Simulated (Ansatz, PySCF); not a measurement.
System: C₃H₃O, net charge 0, doublet state. SMILES: C#C[CH]O
Geometry from a B3LYP-D3(BJ)/def2-TZVP (Ansatz, a quantum-chemistry and plane-wave program) optimisation:
```xyz
7

C      1.9014    -0.0522    -0.0944
C      0.7009    -0.2525    -0.0228
C     -0.6514    -0.4564     0.0567
O     -1.5576     0.5605     0.0508
H      2.9487     0.1121    -0.1563
H     -1.1051    -1.4320     0.1300
H     -1.0887     1.4026    -0.0164
```
Charge 0, spin multiplicity 2.

Wanted: atomisation energy, in kcal/mol. Set-up: frozen cores in correlated levels; no spin-orbit coupling; 6-311+G** with 5d; non-relativistic; atomisation electronic, to ground-state atoms; open shells spin-unrestricted; LANL2DZ all-electron up to Ne; dispersion terms only where a functional's name holds one; 6-31G* and kin with 6d, 5d where marked. Ab initio and DFT rows: single points at B3LYP-D3(BJ) geometries (Ansatz). A UHF reference is markedly spin-contaminated in at least one set, which strains HF and MP2.

| level | program | atomisation energy (kcal/mol) |
|---|---|---|
| HF/LANL2DZ | Ansatz | 443.2 |
| PBE/6-311+G** | Ansatz | 734.2 |
| BP86/6-31G* (5d) | PySCF | 734.4 |
| B3LYP/STO-3G | Ansatz | 766.2 |
| B3LYP/6-31G | Ansatz | 674.2 |
| B3LYP/6-31G* | Ansatz | 700.2 |
| B3LYP/6-31+G* | Ansatz | 695.0 |
| M06-2X/6-311+G** | PySCF | 703.4 |
| MP2/3-21G | Ansatz | 593.3 |
| B3LYP-D3(BJ)/def2-TZVPD | Ansatz + dftd3 | 711.6 |
| M06-2X/def2-TZVPD | PySCF | 709.9 |

No value to compare with is used here. The 9 habitual levels span 443.2 (HF/LANL2DZ) to 766.2 kcal/mol (B3LYP/STO-3G); M06-2X/def2-TZVPD gives 709.9.

The levels are drawn from those run, B3LYP/6-31G* more often than the rest, none by its result; left out are runs that failed, that the program found above a lower state of the same kind, or whose <S^2> lies over 0.5 above the pure value.
